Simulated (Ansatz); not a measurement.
```xyz
10

C     1.476   -1.241   -2.070
Mg    0.397   -0.333   -0.557
O    -0.543    0.456    0.759
Si   -1.382    1.162    1.938
H     1.056   -1.013   -3.054
H     1.481   -2.329   -1.962
H     2.518   -0.908   -2.075
H    -2.831    0.806    1.870
H    -0.886    0.751    3.286
H    -1.286    2.650    1.864
```

The species carries charge 0 and has multiplicity 1.

Problem. List the r2SCAN/def2-TZVPP orbital energies in eV (Ansatz). (An estimate is asked.)

Solution. Computed: Occupied: -1790.60, -1266.80, -514.49, -272.11, -140.97, -95.84, -95.83, -95.83, -82.82, -48.37, -48.37, -48.08, -24.14, -17.11, -12.86, -9.76, -9.58, -9.58, -8.80, -8.80, -6.84, -6.84, -6.53. Lowest empty: -1.29, 0.04, 0.04, 0.85, 1.93, 1.99, 1.99, 2.18.
